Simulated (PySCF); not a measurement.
**Electron correlation in Se⁻ (selenium, charge -1)**

Starting occupation: [Ar] 3d10 4s2 4p5, 4p1/2 with m_j = -1/2, +1/2, 4p3/2 with m_j = -1/2, +1/2, +3/2. All numbers are calculated (PySCF 2.14, X2C-1e with screened-nucleus spin-orbit coupling, Gaussian nucleus, in x2c-TZVPall-2c with one added diffuse shell each of s, p, d type (7s8p5d1f, 63 functions)). Frozen: [Ne]; 25 electrons correlated.

MP2 pair energies summed by pair of shells (mhartree):

| pair | energy | share (%) |
| --- | --- | --- |
| 3d-3d | -94.40 | 23.2 |
| 4p-4p | -79.72 | 19.6 |
| 3d-3p | -74.85 | 18.4 |
| 4p-4s | -47.71 | 11.8 |
| 3p-3p | -24.83 | 6.1 |
| 3d-4p | -22.40 | 5.5 |
| 3d-3s | -18.92 | 4.7 |
| 3d-4s | -12.59 | 3.1 |
| 3p-3s | -10.99 | 2.7 |
| 4s-4s | -8.91 | 2.2 |
| 3p-4p | -4.62 | 1.1 |
| 3p-4s | -3.22 | 0.8 |
| 3s-3s | -1.37 | 0.3 |
| 3s-4p | -0.99 | 0.2 |
| 3s-4s | -0.51 | 0.1 |

Total MP2 correlation energy: -406.02 mhartree.

The GHF reference relaxed away from the jj start to a determinant that is no pure jj level (⟨S²⟩ = 0.76, ⟨J²⟩ = 3.77); the energies belong to that determinant.

This basis was not built for core-valence correlation, so the inner-shell part is incomplete.
